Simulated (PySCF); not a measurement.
A structure optimised at PBE0-D3(BJ)/def2-SVP, used in a PySCF frequency run:

```
Si
N 1 1.7240
H 2 1.0124 1 122.08
H 2 1.0139 3 112.18 1 -157.49
N 1 1.7453 2 113.66 3 147.34
H 5 1.0155 1 129.34 2 -60.98
C 5 1.4617 6 118.66 1 166.64
H 7 1.1059 5 113.04 6 62.50
H 7 1.1068 8 107.35 5 126.48
Si 7 1.9279 8 113.75 9 124.07
H 10 1.4969 7 114.97 8 -115.44
H 10 1.4979 11 108.26 7 -127.64
Si 1 2.3541 2 105.70 3 18.74
H 13 1.4970 1 109.31 2 -176.27
H 13 1.4994 14 107.96 1 121.97
H 13 1.4998 14 107.94 15 116.05
```
Charge 0, spin multiplicity 1.

Task: Write its SMILES and formula.

Result: N[Si@@]1([SiH3])NC[SiH2]1, CH10N2Si3

Task: What are its rotational constants (standard atomic weights)?

Result: 2.4739, 1.2278, 1.1052 GHz
